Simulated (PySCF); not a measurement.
**Ar²⁺: ionisation energy**

Ar²⁺ [Ne] 3s2 3p4 (3P) → Ar³⁺ [Ne] 3s2 3p3 (4S), as a difference of total energies. Computed with PySCF 2.14 in aug-cc-pwCVTZ (8s7p5d3f, 75 functions), with no relativity, point nucleus. Correlated levels: valence: [Ne] frozen. The calculations carry no spin-orbit coupling.

```tsv
method	ionisation energy (eV)
UHF	39.397
MP2 (valence)	40.228
SCS-MP2 (valence)	40.322
CCSD (valence)	40.341
CCSD(T) (valence)	40.369
```

Q: How much does correlation contribute at CCSD(T) (valence)?

A: 40.369 − (39.397) = 0.972 eV, measured against UHF.

A first-order spin-orbit estimate (lowest level to lowest level, LS coupling) adds 0.062 eV.

Errors of the correlated levels include the incompleteness of this basis and the frozen core.

For comparison: 40.735 ± 0.012 eV (semi-empirical (NIST evaluation); NIST Atomic Spectra Database, ionization energies).
